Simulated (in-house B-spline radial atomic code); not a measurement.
# PBEsol excitations of the potassium ion K⁺

Method: PBEsol. Computed with a B-spline radial code for spherical atoms: linear response of the closed shell [Ne] 3s2 3p6 with the functional's adiabatic kernel; non-relativistic, point nucleus, no spin-orbit coupling, no double excitations, S, P, D and F terms only. Only terms of natural parity with L up to 3 were computed.

Command:
```bash
python run_td.py task.json out
```
Settings (radii: box in bohr, nucleus in fm):
```
Z                        19
electrons                18
configuration            [Ne] 3s2 3p6
hamiltonian              nr
method                   pbesol
box_radius               41.61
intervals                55
```

Time taken, with all properties: 0.3 s on 1 thread of Intel(R) Xeon(R) Platinum 8375C CPU @ 2.90GHz (Ice Lake), with other jobs on the host.

The lowest states, in the order of their Tamm-Dancoff energies; the method's threshold (minus the highest occupied level) is 24.842 eV. Labels give the largest channel, * marks a mixed state, and oscillator strengths are full-response dipole values. Semilocal kernels can invert the small singlet-triplet splittings of Rydberg terms. Energies in eV:

```
     state  full response  Tamm-Dancoff  oscillator strength
3p → 4s 3P         18.577        18.586                    -
3p → 4s 1P         18.875        18.881                0.342
3p → 3d 3P         19.804        19.867                    -
3p → 3d 3F         20.048        20.115                    -
3p → 4p 3S              ?             ?                    -
3p → 4p 3D         21.009        21.014                    -
3p → 4p 1D         21.137        21.140                    -
3p → 3d 1F              ?             ?                    -
3p → 4p 1S         21.744        21.808                    -
3p → 5s 3P         22.835        22.836                    -
3p → 3d 1P         22.789        22.859                0.609
3p → 5s 1P         22.881        22.884               0.0793
3p → 5p 3S         23.319        23.321                    -
3p → 5p 3D         23.352        23.353                    -
3p → 5p 1D         23.375        23.375                    -
3p → 4d 3P         23.372        23.376                    -
3p → 4d 3F         23.390        23.394                    -
```

Problem. Where does 3p → 4p 3S lie?

Solution. At 20.782 eV in full response, 20.795 eV in Tamm-Dancoff.

Problem. Where does 3p → 3d 1F lie?

Solution. At 21.249 eV in full response, 21.259 eV in Tamm-Dancoff.

Problem. How large is the singlet-triplet splitting of 3p → 4s (P terms) in Tamm-Dancoff?

Solution. 0.295 eV, from the unrounded values.

Problem. What polarisabilities and dispersion coefficient does the method give?

Solution. Dipole 5.723 bohr³, quadrupole 18.15 bohr⁵, C6 24.61 hartree·bohr⁶ for two such species.
